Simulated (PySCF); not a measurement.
Al(H)3 cation (AlH3), SMILES [AlH3] (connectivity only; charge and spin as stated), charge +1, multiplicity 2.

Coordinates come from a PBE0-D3(BJ)/def2-TZVPD optimisation. The multiplicity is an assumed one; other spin states were not compared. The isomer is the one that the SMILES or the coordinates give; other isomers of the formula were not compared.

All values below come from TDA-PBE0/def2-TZVPD (PySCF).

Vertical excitations. Isolated molecule, no solvent.

Task: Give excitation energies, oscillator strengths and character. (Estimate from the structure and the level; the computed values follow.)

Result: 
```
state    energy (eV)  λ (nm)      f                                main pairs
-------  -----------  ------  -----  ----------------------------------------
root 1          3.65     340  0.018                          β HOMO→LUMO 96 %
root 2          5.15     241  0.000                          α HOMO→LUMO 99 %
root 3          5.99     207  0.000    α HOMO−1→LUMO 32 %, β HOMO→LUMO+1 66 %
root 4          5.99     207  0.055    α HOMO→LUMO+1 42 %, β HOMO−1→LUMO 49 %
root 5          6.57     189  0.048    α HOMO→LUMO+1 54 %, β HOMO−1→LUMO 39 %
root 6          6.61     188  0.001  α HOMO−1→LUMO+1 48 %, β HOMO→LUMO+2 49 %
root 7          6.73     184  0.015    α HOMO−1→LUMO 64 %, β HOMO→LUMO+1 33 %
root 8          7.39     168  0.016   α HOMO→LUMO+2 82 %, β HOMO−1→LUMO+2 7 %
root 9          8.13     152  0.020  α HOMO−1→LUMO+2 51 %, β HOMO→LUMO+3 40 %
root 10         8.49     146  0.037  α HOMO−2→LUMO 17 %, β HOMO−1→LUMO+1 73 %
```
Unrestricted roots are not spin-pure.
